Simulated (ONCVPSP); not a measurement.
## How hard is this chlorine (Cl) ONCV potential?

chlorine (Cl), optimised norm-conserving Vanderbilt (ONCV), made with ONCVPSP 4.0.1 (PBE, scalar-relativistic). Core [Ne], reference 3s2 3p5. Waves: 3s: rc 1.10 bohr, ncon 4, nbas 8, qcut 6.1 1/bohr, 1 projector; 3p: rc 1.10 bohr, ncon 5, nbas 8, qcut 6 1/bohr, 3 projectors, debl 1.9 Ha; d scattering state at 0.28 Ha: rc 0.90 bohr, ncon 4, nbas 7, qcut 8.9 1/bohr, 2 projectors, debl 2.3 Ha. Local part: polynomial inside 0.80 bohr (lpopt 4, dvloc0 0 Ha). Core correction: none.

**Question.** For each optimised wave give the share of its norm inside rc, the residual kinetic energy above qcut (Ha) and the cutoffs (Ha) for errors of 10, 1, 0.1 and 0.01 mHa per electron.

**Answer.**

```
         wave  norm inside rc  residual KE  10 mHa  1 mHa  0.1 mHa  0.01 mHa
           3s           0.230      6.0e-04    11.2   16.3    127.9     156.4
           3p           0.156      1.3e-02    26.8  137.9    162.9     180.9
p projector 2           0.121      3.3e-02    47.1  186.2    217.3     238.5
p projector 3           0.082      1.1e-01    54.5  220.4    276.1     301.9
d projector 1           0.035      1.7e-03    25.3   44.4    170.7     210.9
d projector 2           0.127      1.3e-02    41.4   62.8    247.1     297.3
```

The occupied waves need 138 Ha and 163 Ha for 1 and 0.1 mHa. Note: ghosts flagged at negative energy: p at -199.0 eV; GHOST(+) flagged for s at 59.5 eV, p at 447.0 eV. A true bound ghost makes a file unfit for plane-wave use.
